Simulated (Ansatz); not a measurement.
Total energies of (FSi)4O6 adamantane (Si₄O₆F₄) from Ansatz at PBE0-D4/def2-SVP, gas phase (1 Eh = 27.2114 eV = 2625.5 kJ/mol). The reference geometry is relaxed at PBE-D4/def2-SVP.

```csv
atom,x (Å),y (Å),z (Å)
Si1,-0.670,1.528,0.431
F2,-1.291,2.945,0.831
O3,-1.415,0.879,-0.921
Si4,-0.809,-0.609,-1.394
F5,-1.560,-1.175,-2.686
O6,0.831,-0.406,-1.664
Si7,1.678,0.185,-0.345
F8,3.234,0.357,-0.666
O9,0.965,1.639,0.082
O10,1.415,-0.879,0.921
Si11,-0.199,-1.104,1.308
F12,-0.383,-2.127,2.521
O13,-0.831,0.406,1.664
O14,-0.965,-1.639,-0.082
```

| state | geometry | energy (Eh) |
| --- | --- | --- |
| charge 0 singlet | reference | -2007.17131 |
| charge 1 doublet | reference | -2006.70787 |
| charge -1 doublet | reference | -2007.14141 |
| free Si atom (triplet) | – | -289.15194 |
| free F atom (doublet) | – | -99.54906 |
| free O atom (triplet) | – | -74.92490 |

(1) Work out the vertical ionisation energy to the doublet.

(2) Work out the vertical electron affinity, to the doublet.

(3) Give the fundamental gap IE − EA, the Mulliken electronegativity (IE + EA)/2 and the hardness (IE − EA)/2.

(4) What is the binding energy per atom against free atoms?

(1) E(charge 1 doublet) − E(charge 0 singlet) = -2006.70787 − (-2007.17131) = 0.46344 Eh = 12.61 eV. For comparison, −ε of the highest occupied level is 10.59 eV at this level, 2.02 eV less.

(2) E(charge 0 singlet) − E(charge -1 doublet) = -2007.17131 − (-2007.14141) = -0.02990 Eh = -0.81 eV; negative, so the extra electron isn't bound. The basis lacks diffuse functions, which makes affinities too small.

(3) From the values in Eh: IE − EA = 0.46344 − (-0.02990) = 0.49334 Eh = 13.42 eV; (IE + EA)/2 = 5.90 eV; (IE − EA)/2 = 6.71 eV. The HOMO–LUMO gap of the same run is 9.80 eV, 3.62 eV smaller than the fundamental gap.

(4) Atoms: 4 × (-289.15194) + 4 × (-99.54906) + 6 × (-74.92490) = -2004.35340 Eh. Binding: -2004.35340 − (-2007.17131) = 2.81791 Eh = 76.68 eV, or 5.48 eV for each of 14 atoms (no zero-point energy, no counterpoise term).

At PBE0-D4/def2-SVP the highest occupied level of the charge -1 doublet lies above zero (up to 2.46 eV). By energy differences it is unbound by 0.81 eV (vertical, to the charge 0 singlet, at PBE0-D4/def2-SVP) and held by the finite basis.
